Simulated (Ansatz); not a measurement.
F3GaH3P at its PBE0-D4/def2-TZVP geometry, where that method's forces vanish. Total charge 0; spin multiplicity 1. The bonds changed during the relaxation, so this is another structure than the one it started from.

```xyz
8

F     1.0857    1.0453    2.6499
P     1.1878    0.8197    1.1019
F    -0.3093    0.2838    0.9099
F     1.8835   -0.5818    1.1367
Ga   -0.9682   -0.3881   -1.4153
H    -2.0900    0.6974   -1.5485
H     0.5152   -0.0046   -1.7885
H    -1.3047   -1.8716   -1.0461
```

Task: What forces (eV/Å) does PBE-D4/def2-TZVPP give on these atoms in Ansatz? (Best estimate.)

Result: Ansatz gave: 
```
F1  -0.040  0.197  0.901
P2   0.401  0.849 -0.742
F3  -0.834 -0.240 -0.105
F4   0.463 -0.806 -0.026
Ga5  0.007  0.005 -0.017
H6  -0.059  0.059 -0.005
H7   0.078  0.018 -0.030
H8  -0.016 -0.081  0.024
```
